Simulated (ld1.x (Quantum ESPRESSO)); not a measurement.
# Which change was made? (Te, TM)

ld1.x (Quantum ESPRESSO) 7.5 input, shortened:

```
&input
   title='Te', zed=52., rel=1, dft='PBESOL', iswitch=3,
   config='[Kr] 4d10 5s2 5p4'
 /
 &inputp
   pseudotype=2, tm=.true., lloc=-1, rcloc=1.85,
   nlcc=.true.
 /
3
5S  1  0   2.00   0.00  1.50  1.50  0.0
5P  2  1   4.00   0.00  2.25  2.25  0.0
4D  3  2  10.00   0.00  1.05  1.05  0.0
 &test
   configts(1)='4d10 5s2 5p4'
 /
```

Cutoffs, loose and tight: the cutoffs (Ry, on a coarse ladder) from which the occupation-weighted sum of valence levels, in a spherical-Bessel basis at the reference potential, stays within 10 and 1 mRy of its value at 400 Ry. They do not see the model core or the augmentation charge, which bear on the density cutoff. Test errors are all-electron minus pseudo excitation energies from the reference, over the configurations 4d10 5s2 5p3; 4d10 5s2 5p2; 4d10 5s2 5p1; 4d10 5s2 5p3.5; 4d10 5s1 5p4; 4d10 5s1 5p5; 4d10 5s2 5p4.3; variants that change the core or the reference have their own tests.

The base gives: outcome: generated; cutoff, loose: 120 Ry; cutoff, tight: 200 Ry; bound ghosts: s; largest test error (meV): +71.

(1) After one change the result is: outcome: generated; cutoff, loose: 120 Ry; cutoff, tight: 200 Ry; bound ghosts: none; largest test error (meV): +9.0. Which change was it?
A. type TM semilocal; local potential the p channel
B. wave 5s (bound): rc 1.50 bohr becomes 5s (bound): rc 1.14 bohr
C. functional LDA (PZ)
D. wave 5p (bound): rc 2.25 bohr becomes 5p (bound): rc 3.02 bohr

Answers

(1) A. The others give: functional LDA (PZ) → outcome: generated; cutoff, loose: 120 Ry; cutoff, tight: 200 Ry; bound ghosts: s; largest test error (meV): +92 | wave 5s (bound): rc 1.50 bohr becomes 5s (bound): rc 1.14 bohr → outcome: generated; cutoff, loose: 230 Ry; cutoff, tight: over 300 Ry; bound ghosts: s; largest test error (meV): -37 | wave 5p (bound): rc 2.25 bohr becomes 5p (bound): rc 3.02 bohr → outcome: generated; cutoff, loose: 120 Ry; cutoff, tight: 200 Ry; bound ghosts: s; largest test error (meV): +33.
